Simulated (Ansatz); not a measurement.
Input file for Ansatz (a program for electronic structure): R-CCSD(T)/cc-pVQZ on C3H4O (SMILES [CH2+]C([CH2-])=O).

Ansatz 0.2 input:
```yaml
crystal:
  periodic: [false, false, false]
  atoms:
    - {symbol: C, position_ang: [-0.00000000, 0.64114185, -0.00000000]}
    - {symbol: O, position_ang: [-0.00000000, 1.87576589, 0.00000000]}
    - {symbol: C, position_ang: [1.15774738, -0.20566544, -0.00000000]}
    - {symbol: C, position_ang: [-1.15774738, -0.20566544, -0.00000000]}
    - {symbol: H, position_ang: [2.15078609, 0.22989064, 0.00000000]}
    - {symbol: H, position_ang: [1.07435556, -1.28267907, 0.00000000]}
    - {symbol: H, position_ang: [-2.15078609, 0.22989064, 0.00000000]}
    - {symbol: H, position_ang: [-1.07435556, -1.28267907, -0.00000000]}
basis:
  gaussian:
    orbitals: cc-pVQZ
magnetization: {spin_polarized: false}
correlation: {method: ccsd_t, electrons: outside_noble_gas}
scf: {lower_state_search: off}
```

**Question.** What total energy does the run end on?

**Answer.** -191.5645 hartree (reference determinant -190.7330, T1 diagnostic 0.023).

**Question.** How many basis functions does it have, and what does it roughly cost on one machine?

**Answer.** 340 functions; very roughly 2.4 core-minutes.
